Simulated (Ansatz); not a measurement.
```xyz
13

O    -0.369    2.873    0.596
C    -0.282    1.808    0.189
Fe   -0.146    0.150   -0.448
P     0.506   -0.520    1.547
C    -1.531   -0.964   -0.335
O    -2.420   -1.680   -0.264
C     1.403   -0.422   -1.114
O     2.397   -0.790   -1.543
C    -0.673    0.691   -2.053
O    -1.012    1.038   -3.082
H    -0.367   -0.363    2.643
H     1.659    0.054    2.121
H     0.835   -1.877    1.742
```

Total charge 0; spin multiplicity 1.

**Question.** List the CAM-B3LYP/def2-TZVPP orbital energies in eV (Ansatz). (Best estimate.)

**Answer.** The calculation gave: Occupied: -6970.48, -2100.60, -819.52, -707.14, -706.78, -706.78, -524.80, -524.50, -524.50, -524.50, -282.44, -282.09, -282.09, -282.09, -181.85, -131.83, -131.83, -131.74, -96.10, -63.09, -62.51, -62.51, -33.50, -33.14, -33.14, -33.14, -21.40, -18.45, -17.40, -17.40, -17.36, -15.58, -15.12, -15.12, -14.77, -14.67, -14.67, -14.56, -14.56, -14.28, -13.97, -13.97, -13.81, -13.42, -13.42, -11.35, -9.55, -9.55, -7.94, -7.93. Lowest empty: 0.09, 0.50, 0.50, 1.01, 1.08, 1.09, 1.09, 1.31.
